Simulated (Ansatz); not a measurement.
## Dissociation curves of H2Se (hydrogen selenide)

H2Se has 3 atoms, charge 0, and is taken as a singlet. As SMILES, `[SeH2]`. Geometry: a GFN2-xTB relaxation, a rough one for these elements and not checked as a minimum.

```xyz
3

Se    0.5499   -0.2694    0.2748
H     0.0445    1.0706    0.1410
H    -0.5944   -0.8012   -0.4158
```

The Se1–H2 distance is scanned; the parts on either side stay rigid. Basis STO-3G, 9 core orbitals frozen in the correlated methods; program Ansatz 0.2.0. FCI is exact within this basis and core. Energies in eV from each method's value at 1.438 Å; methods without a U are spin-restricted. The shape above is that at 1.438 Å.

```json
{"distance (Å)": "1.438", "SVWN5": "0.00", "B3LYP": "0.00", "MP2": "0.00", "BCCD(T)": "0.00", "FCI": "0.00"}
{"distance (Å)": "1.798", "SVWN5": "0.91", "B3LYP": "0.94", "MP2": "1.06", "BCCD(T)": "0.84", "FCI": "0.84"}
{"distance (Å)": "2.158", "SVWN5": "2.62", "B3LYP": "2.70", "MP2": "2.96", "BCCD(T)": "2.31", "FCI": "2.31"}
{"distance (Å)": "2.877", "SVWN5": "5.32", "B3LYP": "5.49", "MP2": "5.37", "BCCD(T)": "3.73", "FCI": "3.73"}
{"distance (Å)": "3.596", "SVWN5": "6.48", "B3LYP": "6.75", "MP2": "5.21", "BCCD(T)": "3.92", "FCI": "3.92"}
```

Departure from the FCI curve at its largest: SVWN5 +2.55 eV at 3.60 Å; B3LYP +2.82 eV at 3.60 Å; MP2 +1.64 eV at 2.88 Å; BCCD(T) within 0.005 eV. The curve of MP2 turns over, which the reference doesn't. Restricted functionals keep the electrons paired too, and rise too high.
